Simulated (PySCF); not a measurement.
Electron correlation in Si²⁺ (silicon, charge +2)

[Ne] 3s1 3d1, high-spin 3D determinant (an excited configuration). Computed with PySCF 2.14 in dyall-acv3z, with scalar relativity by spin-free X2C-1e. Frozen: [Ne]; 2 electrons correlated; the 23 highest virtual orbitals of each spin left out.

With two correlated electrons CCSD is exact within the correlated space (frozen core and kept virtual orbitals).

| level | correlation energy (mhartree) |
| --- | --- |
| CCSD | -8.98 |

Diagnostics: T1 = 0.0021, D1 = 0.0036, largest double amplitude 0.041.

The outer electron is Rydberg-like, and this basis confines it to a smaller radius and binds it less than a complete one would.

Cost of the coupled-cluster step: roughly 22 core-seconds, for 2 correlated electrons.
